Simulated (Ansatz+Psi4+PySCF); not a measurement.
triplet NiO: levels of theory in one basis

```
atom   x (Å)   y (Å)    z (Å)
  Ni  0.0000  0.0000   0.0000
   O  1.5916  0.3228  -0.0993
```

Basis set: cc-pVTZ (spherical functions). Frozen core: 10 orbitals. Correlation on ROHF uses semicanonical orbitals with singles. Charge 0, multiplicity 3.

Computed with Ansatz (development build ahead of 0.2.0); each method stands on the lowest determinant of its kind that the runs found.

| method | E − E(ROHF) (eV) | <S²> of the determinant |
| --- | --- | --- |
| ROHF | 0.00 | 2.00 |
| UHF | -1.52 | 2.95 |
| ROHF-MP2 | -17.72 | – |

(1) What does UHF-MP2 give on the same scale?

(2) Is a single determinant a sound starting point here?

Answers

(1) -15.82 eV.

(2) It is doubtful. Unrestricted orbitals lower Hartree–Fock by 1.52 eV and <S²> is 2.95 where a pure state has 2.00, a sign of strong static correlation.

Caution: another spin multiplicity may lie lower. Caution for ROHF, ROHF-MP2: an unrestricted determinant lies well below. Caution for UHF, UHF-MP2: the unrestricted determinant is a mixture of spin states. Caution for ROHF-MP2, UHF-MP2: another reference gives a lower total. Caution for UHF-MP2: a plain start can end on a higher determinant.
